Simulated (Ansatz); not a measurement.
One change: `COB(F)[SiH2]F` becomes `COB(F)Cl`.

Ansatz, PBE0-D4/def2-TZVP geometries, multiplicity 1. Each molecule was computed in one conformer, which needn't be the lowest.

```tsv
property	`COB(F)[SiH2]F`
size of the dipole moment (ωB97M-V/def2-TZVPP) / D	1.44
HOMO–LUMO gap (PBE0/def2-TZVPP) / eV	7.69
LUMO energy (PBE0/def2-TZVPP) / eV	-0.73
HOMO–LUMO gap (PBE/def2-TZVPP) / eV	5.36
size of the dipole moment (B3LYP/def2-TZVPP) / D	1.44
HOMO–LUMO gap (B3LYP/def2-TZVPP) / eV	7.29
```

Task: What does the change do to each property? (An estimate is asked.)

Result: The calculation gave: 
```
                                          property  `COB(F)Cl`  shift
size of the dipole moment (ωB97M-V/def2-TZVPP) / D        2.41   0.97
              HOMO–LUMO gap (PBE0/def2-TZVPP) / eV        9.87   2.18
                LUMO energy (PBE0/def2-TZVPP) / eV        0.57   1.30
               HOMO–LUMO gap (PBE/def2-TZVPP) / eV        7.30   1.94
  size of the dipole moment (B3LYP/def2-TZVPP) / D        2.43   0.99
             HOMO–LUMO gap (B3LYP/def2-TZVPP) / eV        9.35   2.06
```

With PBE0 the HOMO falls by 0.88 eV and the LUMO rises by 1.30 eV, so the gap widens by about 2.18 eV. PBE moves the HOMO by -0.79 eV and ωB97M-V by -1.00 eV. Dipoles are sizes alone; their direction can turn.

B3LYP here is the variant with VWN-RPA as its local correlation; programs differ in this.
